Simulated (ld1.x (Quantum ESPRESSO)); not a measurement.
# mercury (Hg), PAW: configuration errors across variants

* Element: mercury (Hg)
* Generator: ld1.x (Quantum ESPRESSO) 7.5
* Type: PAW
* Functional: Wu–Cohen
* Relativity: fully relativistic
* Frozen core: [Kr] 4d10 4f14
* Valence charge: 20
* Reference configuration: 5s2 5p6 5d10 6s2 6p0
* Partial waves: 5s (bound): rcut 1.35, rcutus 1.70 bohr; 6s (bound): rcut 1.35, rcutus 1.70 bohr; 5p (bound): rcut 1.50, rcutus 1.95 bohr; 6p (bound, empty): rcut 1.50, rcutus 1.95 bohr; 5d (bound): rcut 1.45, rcutus 1.80 bohr; 5d channel at -0.35 Ry: rcut 1.45, rcutus 1.80 bohr
* Local potential: all-electron potential smoothed inside 1.80 bohr (lloc = -2)
* Core correction: Bessel-smoothed model core inside 1.40 bohr
* Augmentation charge: GAUSS, radius 1.35 bohr

Open shells are filled in proportion to 2j + 1 (rel_dist='average').

All-electron excitation energies from the reference (eV): (1) 5s2 5p6 5d10 6s1 6p0 10.765; (2) 5s2 5p6 5d10 6s0 6p0 29.792; (3) 5s2 5p6 5d9 6s0 6p0 65.360; (4) 5s2 5p6 5d9 6s2 6p1 10.350.

4 further variants failed, have other tests or too few solved ones, and are left out.

Errors AE − PS in meV (a dash: test not solved or not reliable):

```tsv
change	(1)	(2)	(3)	(4)	bound ghosts
base	+3.7	+18	+25	-1.1	not determined
all radii but the core radius scaled by about 0.86 (s 1.46, p 1.68, d 1.54 bohr, rcut 1.16/1.28/1.24); local potential all-electron potential smoothed inside 1.54 bohr (lloc = -2); augmentation GAUSS, radius 1.16 bohr	+0.1	+0.4	+0.1	-0.6	not determined
all radii but the core radius scaled by about 0.92 (s 1.56, p 1.80, d 1.66 bohr, rcut 1.24/1.38/1.34); local potential all-electron potential smoothed inside 1.66 bohr (lloc = -2); augmentation GAUSS, radius 1.24 bohr	+0.3	+1.8	+5.7	+1.6	not determined
```

Question: Give the same row for: all radii but the core radius scaled by about 1.12 (s 1.90, p 2.18, d 2.02 bohr, rcut 1.52/1.68/1.62); local potential all-electron potential smoothed inside 2.02 bohr (lloc = -2); augmentation GAUSS, radius 1.52 bohr.

Answer: –, –, –, –; bound ghosts: not determined.
